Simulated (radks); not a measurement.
Polarisability of the terbium ion Tb6+, [Kr] 4d10 4f8 5s2 5p3, at imaginary frequency. Method: non-relativistic Kohn-Sham, PBE, spin-polarised, spherical densities, point nucleus; open shells are filled with parallel spins first (spin-orbit coupling, left out, can overturn this in heavy ions); relativity is left out, which matters for an element this heavy; computed with a radial shooting solver on a logarithmic mesh with Libxc functionals. Response by self-consistent Sternheimer equations with the Hartree and adiabatic LDA kernel.

w (hartree)  alpha1(iw) (bohr^3)
0.00266                    3.220
0.0143                     3.220
0.0360                     3.217
0.0697                     3.210
0.118                      3.193
0.186                      3.154
0.280                      3.075
0.413                      2.927
0.605                      2.672
0.892                      2.272
1.35                       1.737
2.12                       1.156
3.59                      0.6540
6.94                      0.2912
17.5                     0.07652

Static values: alpha1 = 3.220 bohr^3 (0.4772 angstrom^3; uncoupled 5.909). C6 = 12.19, triple-dipole C9 = 27.19 atomic units. One-pole (London) frequency 4 C6 / (3 alpha1^2) = 1.568 hartree, against 3.042 for minus the highest occupied eigenvalue.
